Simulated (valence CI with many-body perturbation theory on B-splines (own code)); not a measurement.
## Which ion has this spectrum?

A relativistic CI+MBPT calculation for an atom or ion with 16 electrons gives these levels (cm⁻¹):

```tsv
J	Parity	E	g
2	even	0	1.38
0	even	76047	
1	even	248605	1.50
2	even	294529	1.12
0	even	578117	
2	odd	897909	1.49
1	odd	946433	1.28
2	odd	979246	1.05
0	odd	993581	
3	odd	994483	1.25
4	odd	1043548	1.34
1	odd	1055476	1.39
2	odd	1088911	1.33
3	odd	1139336	1.08
```

The energies are calculated, and their last digits are not significant.

Question: Which is it?
A. Ag31+
B. Cd32+
C. Rh29+
D. Ru28+

Answer: C. Rh29+, ground level (3s^2 3p1/2^2 3p3/2^2) J=2.
